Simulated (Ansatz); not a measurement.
`CB[SiH2]SC` + `BS` → `BSBC` + `CS[SiH3]` at 298.15 K and 1 bar (cleavage of the B–Si bond).

Calculated with Ansatz (gas phase, PBE0-D4/def2-TZVP geometries, no zero-point term in ΔE). CCSD(T)/CBS adds triple-zeta CCSD(T) − MP2 to the extrapolated MP2 energy (def2 sets, frozen cores). This one scheme is used for every species. One conformer a species, not always the lowest.

| species | CCSD(T)/CBS energy (Eh) | H − E (kJ/mol) | S (J/(mol·K)) |
| --- | --- | --- | --- |
| `CB[SiH2]SC` | -793.17470 | 300.9 | 397.1 |
| `BS` | -424.38198 | 90.6 | 245.0 |
| `BSBC` | -489.06011 | 207.6 | 323.5 |
| `CS[SiH3]` | -728.52947 | 184.9 | 312.0 |

H − E and S are ideal-gas, rigid-rotor, harmonic terms from PBE0-D4/def2-TZVP, for one conformer and one mirror image of each species. 1 Eh = 2625.50 kJ/mol, R = 8.31446 J/(mol·K).

Q: By hand: ΔE, ΔH, ΔS and ΔG.

A: ΔE = (-489.06011) + (-728.52947) − (-793.17470) − (-424.38198) = -0.03290 Eh = -86.4 kJ/mol. Δ(H − E) = 207.6 + 184.9 − 300.9 − 90.6 = 1.0, so ΔH = -85.4 kJ/mol. ΔS = 323.5 + 312.0 − 397.1 − 245.0 = -6.6 J/(mol·K). ΔG = -85.4 − 298.15 × (-6.6)/1000 = -83.4 kJ/mol.

Q: By hand: the equilibrium constant, and the temperature at which ΔG would vanish if ΔH and ΔS stayed fixed.

A: log₁₀ K = −ΔG/(RT ln 10) = 14.6. ΔG = 0 at ΔH/ΔS = 12939 K, far beyond where these terms or the molecules hold.

The number of gas molecules stays the same, so ΔS is small and ΔH decides. A doubt of 5 kJ/mol in ΔE shifts log₁₀ K by 0.9 here. Other conformers and mirror images would add mixing entropy, several J/(mol·K) or more a flexible species. Modes under 60 cm⁻¹, often nearly free rotors, make the harmonic entropy too high. These are equilibria of isolated gas molecules and say nothing of rates. Largest T1 diagnostic: 0.015 (customary marks: 0.02 for closed shells, 0.045 for open ones).
